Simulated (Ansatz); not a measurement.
Isolated molecules relaxed with PBE0-D4/def2-TZVP in Ansatz; ΔE leaves out vibrations. CCSD(T)/CBS is the MP2 limit (def2-TZVPP, def2-QZVPP) plus CCSD(T) − MP2 in def2-TZVPP, frozen cores. This one scheme is used for every species. Functionals use def2-TZVPP. B3LYP here is the variant with VWN-RPA as its local correlation; programs differ in this. HSE06 is defined as in plane-wave codes. Each species was taken in one conformer, which may not be the lowest.

Consider the formal exchange of groups at the Al–C bond: `C#[C][AlH][OH]` + ethane → `C[CH2][AlH][OH]` + acetylene.

| level | ΔE (kcal/mol) | difference from CCSD(T)/CBS |
| --- | --- | --- |
| LDA (SPW92) | 16.8 | -2.5 |
| PBE-D4 | 18.2 | -1.1 |
| B3LYP-D4 | 19.5 | 0.2 |
| r2SCANh-D4 | 19.9 | 0.6 |
| HSE06-D4 | 18.8 | -0.5 |
| ωB97M-V | 18.7 | -0.6 |
| B2PLYP | 20.4 | 1.1 |
| revPBE | 19.5 | 0.2 |
| r2SCANh | 20.0 | 0.7 |
| CAM-B3LYP | 19.7 | 0.4 |
| MP2/def2-SVP | 20.4 | 1.1 |
| CCSD(T)/def2-SVP | 20.1 | 0.8 |
| HF/def2-TZVPP | 22.8 | 3.5 |
| MP2/def2-TZVPP | 20.2 | 0.9 |
| SCS-MP2/def2-TZVPP | 20.7 | 1.4 |
| HF/CBS(def2) | 22.7 | 3.4 |
| CCSD(T)/CBS | 19.3 | 0 |

Largest T1 diagnostic among the species: 0.014.

At CCSD(T), def2-SVP lies +0.8 kcal/mol from the extrapolated value and def2-TZVPP +0.5 kcal/mol. In def2-TZVPP, CCSD(T) changes the Hartree–Fock value by −3.0 kcal/mol (the triples alone add −0.2 kcal/mol) and MP2 by −2.6 kcal/mol.
